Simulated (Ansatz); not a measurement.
Job for Ansatz (a first-principles code): R-CCSD(T)/aug-cc-pVDZ on HF (SMILES F) with ghost functions, monomers drawn apart or pushed together.

Ansatz 0.2 input:
```yaml
crystal:
  periodic: [false, false, false]
  atoms:
    - {symbol: F, position_ang: [0.53604699, 0.01968501, 0.24787363]}
    - {symbol: H, position_ang: [0.65458952, 0.24954340, 1.14775097]}
basis:
  gaussian:
    orbitals: aug-cc-pVDZ
    ghost_atoms:
      - {symbol: C, position_ang: [0.79377682, 1.26021261, 4.71280862]}
      - {symbol: C, position_ang: [0.34640981, 0.06832002, 5.12643281]}
      - {symbol: C, position_ang: [-1.04608435, -0.23363555, 5.40701564]}
      - {symbol: C, position_ang: [-1.47387820, -1.42781564, 5.81656887]}
      - {symbol: H, position_ang: [0.11959282, 2.09714386, 4.57190696]}
      - {symbol: H, position_ang: [1.84470865, 1.43870674, 4.52958382]}
      - {symbol: H, position_ang: [1.05339662, -0.74444879, 5.26865794]}
      - {symbol: H, position_ang: [-1.75684028, 0.57518831, 5.26610070]}
      - {symbol: H, position_ang: [-2.51926257, -1.61805798, 6.01731335]}
      - {symbol: H, position_ang: [-0.78714531, -2.25359503, 5.96080626]}
magnetization: {spin_polarized: false}
correlation: {method: ccsd_t, electrons: outside_noble_gas}
scf: {lower_state_search: off}
```

Output:

```
WARN ansatz: RAYON_NUM_THREADS=1 ignored (pool sized by the plan → 1); use --threads N
Functional definition: HF
these checks for a lower state are left out or cut short: stability, starts, cluster_reference, orbital_swaps, neighbouring_geometries, increment
integrals: 0.57 GiB planned
1297 factors; integrals over basis functions are off by at most 1.1e-3 eV
mean field: 0.35 GiB planned
mean field evaluation 1: about -2721.0425 eV, gradient 2.4e1 eV
mean field evaluation 2: about -2721.0423 eV, gradient 2.4e1 eV
mean field evaluation 4: about -2722.0141 eV, gradient 1.2e0 eV
mean field evaluation 8: about -2722.0190 eV, gradient 5.2e-5 eV
mean field -2722.01903481 eV, -100.0323544784 hartree, gradient 1.1e-6 eV, S^2 0.000000; 0 other end points of the search recorded, 0 dependent functions left out
1 core orbitals not correlated
reference -2722.01903481 eV, -100.0323544784 hartree; 4, 4 occupied and 173, 173 virtual orbitals, 1297 factors
second order -6.08317932 eV of doubles, -0.00000000 eV of singles
coupled cluster: 2.07 GiB planned
cycle   1  -6.04402365 eV  change    3.9e-2 eV  update   5.2e-2
cycle   2  -6.15398741 eV  change   -1.1e-1 eV  update   1.3e-2
cycle   3  -6.18421915 eV  change   -3.0e-2 eV  update   6.6e-3
cycle   4  -6.18148437 eV  change    2.7e-3 eV  update   8.8e-4
cycle   5  -6.18095460 eV  change    5.3e-4 eV  update   3.0e-4
cycle   6  -6.18104496 eV  change   -9.0e-5 eV  update   7.3e-5
cycle   7  -6.18103839 eV  change    6.6e-6 eV  update   2.5e-5
cycle   8  -6.18102607 eV  change    1.2e-5 eV  update   6.9e-6
cycle   9  -6.18102386 eV  change    2.2e-6 eV  update   2.1e-6
perturbative correction -0.11588400 eV, -0.0042586584 hartree
Total energy: -2728.31594267 eV, -100.2637615740 hartree
Checks for a lower state left out: stability, starts, cluster_reference, orbital_swaps, neighbouring_geometries, increment
```

The calculation finished and met its thresholds.

Cost: around 15 core-seconds (rough).
